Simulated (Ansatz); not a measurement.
One change: `B[Se]C` becomes `C[Se]BF`.

Ansatz, PBE0-D4/def2-TZVP geometries, multiplicity 1. Each molecule was computed in one conformer, which needn't be the lowest.

Scalar relativity is left out up to krypton.

```
                                        property  `B[Se]C`
size of the dipole moment (B3LYP/def2-TZVPP) / D      1.59
             LUMO energy (B3LYP/def2-TZVPP) / eV     -1.41
           HOMO–LUMO gap (B3LYP/def2-TZVPP) / eV      5.79
           HOMO energy (ωB97M-V/def2-TZVPP) / eV     -9.55
             HOMO–LUMO gap (PBE/def2-TZVPP) / eV      4.27
             HOMO energy (B3LYP/def2-TZVPP) / eV     -7.19
```

(1) Give the same properties after the change, and the shifts. (Best estimate.)

## Answers

(1) Computed: 
```json
{"property": "size of the dipole moment (B3LYP/def2-TZVPP) / D", "`C[Se]BF`": "2.21", "shift": "0.62"}
{"property": "LUMO energy (B3LYP/def2-TZVPP) / eV", "`C[Se]BF`": "-0.86", "shift": "0.55"}
{"property": "HOMO–LUMO gap (B3LYP/def2-TZVPP) / eV", "`C[Se]BF`": "6.17", "shift": "0.38"}
{"property": "HOMO energy (ωB97M-V/def2-TZVPP) / eV", "`C[Se]BF`": "-9.38", "shift": "0.17"}
{"property": "HOMO–LUMO gap (PBE/def2-TZVPP) / eV", "`C[Se]BF`": "4.59", "shift": "0.32"}
{"property": "HOMO energy (B3LYP/def2-TZVPP) / eV", "`C[Se]BF`": "-7.03", "shift": "0.16"}
```

With PBE0 the HOMO rises by 0.16 eV and the LUMO rises by 0.57 eV, so the gap widens by about 0.41 eV. PBE moves the HOMO by 0.24 eV and ωB97M-V by 0.17 eV. Dipoles are sizes alone; their direction can turn.

B3LYP here is the variant with VWN-RPA as its local correlation; programs differ in this.

Spin–orbit coupling is left out; it splits and shifts lone-pair levels of the heavy atoms by tenths of an eV.
